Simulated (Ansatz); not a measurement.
Program: Ansatz. Geometries: PBE0-D4/def2-TZVP. ΔE: electronic, gas phase. CBS: MP2 limit from def2 TZ/QZ plus the TZ coupled-cluster correction, frozen cores. This one scheme is used for every species. Elements past krypton have def2 core potentials. For Br, Sn outer-core shells are correlated without core-valence functions, which leaves a few kJ/mol of doubt a bond. Scalar relativity is left out up to krypton. One conformer a species, not always the lowest.

Consider the ligand exchange at the Sn–C bond: `C=[CH][SnH2][Br]` + CH₃OH → `C[O][SnH2][Br]` + `C=C`.

```json
{"species": "`C=[CH][SnH2][Br]`", "SCS-MP2/def2-QZVPP energy (Eh)": "-2865.87769"}
{"species": "CH₃OH", "SCS-MP2/def2-QZVPP energy (Eh)": "-115.56242"}
{"species": "`C[O][SnH2][Br]`", "SCS-MP2/def2-QZVPP energy (Eh)": "-2903.02060"}
{"species": "`C=C`", "SCS-MP2/def2-QZVPP energy (Eh)": "-78.43311"}
```

**Question.** Work out ΔE.

**Answer.** ΔE = (-2903.02060) + (-78.43311) − (-2865.87769) − (-115.56242) = -0.01360 Eh = -8.5 kcal/mol. CCSD(T)/CBS gives -8.2 kcal/mol.

Largest T1 diagnostic among the species: 0.012.

In def2-TZVPP, CCSD(T) changes the Hartree–Fock value by +2.3 kcal/mol (the triples alone add +0.0 kcal/mol) and MP2 by +2.8 kcal/mol. From PBE to PBE0 (25 % exact exchange), in def2-TZVPP and without D4, ΔE moves by +1.1 kcal/mol.
